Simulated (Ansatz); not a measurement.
Reaction (atomization): `OC(=S)[O][GeH3]` → C• + Ge• + 4 H• + 2 O• + S•

Isolated molecules relaxed with PBE0-D4/def2-TZVP in Ansatz; ΔE leaves out vibrations. CBS: MP2 limit from def2 TZ/QZ plus the TZ coupled-cluster correction, frozen cores. This one scheme is used for every species, atoms too. DFT in def2-TZVPP. B3LYP here is the variant with VWN-RPA as its local correlation; programs differ in this. No spin–orbit coupling; open shells (•) take unrestricted orbitals. Spin–orbit coupling would lower the free atoms: a little for C, O, S; clearly for Ge. Bonds to Ge are less sure, by a few kJ/mol each and by 10 to 20 or more in all where they break to atoms, as the def2 sets lack core-valence functions. Scalar relativity is left out up to krypton. One conformer a species, not always the lowest.

```json
{"level": "PBE-D4", "ΔE (kJ/mol)": "3226.0", "difference from CCSD(T)/CBS": "91.8"}
{"level": "B3LYP-D4", "ΔE (kJ/mol)": "3109.4", "difference from CCSD(T)/CBS": "-24.8"}
{"level": "PBE", "ΔE (kJ/mol)": "3205.2", "difference from CCSD(T)/CBS": "71.0"}
{"level": "r2SCAN", "ΔE (kJ/mol)": "3152.5", "difference from CCSD(T)/CBS": "18.3"}
{"level": "HF/def2-TZVPP", "ΔE (kJ/mol)": "2063.2", "difference from CCSD(T)/CBS": "-1071.0"}
{"level": "MP2/def2-TZVPP", "ΔE (kJ/mol)": "3127.9", "difference from CCSD(T)/CBS": "-6.3"}
{"level": "CCSD(T)/def2-TZVPP", "ΔE (kJ/mol)": "3043.0", "difference from CCSD(T)/CBS": "-91.2"}
{"level": "HF/def2-QZVPP", "ΔE (kJ/mol)": "2067.2", "difference from CCSD(T)/CBS": "-1067.0"}
{"level": "HF/CBS(def2)", "ΔE (kJ/mol)": "2067.8", "difference from CCSD(T)/CBS": "-1066.4"}
{"level": "CCSD/CBS(def2)", "ΔE (kJ/mol)": "3060.3", "difference from CCSD(T)/CBS": "-73.9"}
{"level": "CCSD(T)/CBS", "ΔE (kJ/mol)": "3134.2", "difference from CCSD(T)/CBS": "0"}
```

Largest T1 diagnostic among the species: 0.015.

In def2-TZVPP, CCSD(T) changes the Hartree–Fock value by +979.8 kJ/mol (the triples alone add +73.9 kJ/mol) and MP2 by +1064.6 kJ/mol; breaking electron pairs costs correlation energy, which Hartree–Fock lacks. From PBE to PBE0 (25 % exact exchange), in def2-TZVPP and without D4, ΔE moves by −100.9 kJ/mol: exact exchange takes away binding that semilocal exchange gives to molecules. The D4 term adds +33.7 kJ/mol with B3LYP and +17.6 kJ/mol with PBE0; it sums over pairs of atoms, weighted by their polarisabilities, and B3LYP, whose exchange is more repulsive, gets the larger term.

For atomizations the MP2-based limit and the directly extrapolated one differ by several kJ/mol either way, and by 10 to 25 for some Ge, Se and Sn compounds, so smaller differences from it don't rank the levels.
